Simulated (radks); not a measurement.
Species: Ge+. Configuration: [Ar] 3d10 4s2 4p0.5 5s0.5 (fractional occupations, a model configuration). Method: scalar-relativistic Kohn-Sham, PBE, spin-unpolarised, spherical densities, finite nucleus; Fermi nuclear charge, rms radius 4.0742 fm; computed with a radial shooting solver on a logarithmic mesh with Libxc functionals.

X-ray form factor f0, the Fourier transform of the density (f0(0) = 31):

| sin(theta)/lambda (1/angstrom) | f0 (electrons) |
|---|---|
| 0.05 | 30.339 |
| 0.1 | 28.935 |
| 0.15 | 27.329 |
| 0.2 | 25.608 |
| 0.25 | 23.856 |
| 0.3 | 22.153 |
| 0.4 | 18.988 |
| 0.5 | 16.173 |
| 0.6 | 13.749 |
| 0.8 | 10.173 |
| 1 | 8.051 |
| 1.25 | 6.621 |
| 1.5 | 5.768 |
| 2 | 4.435 |
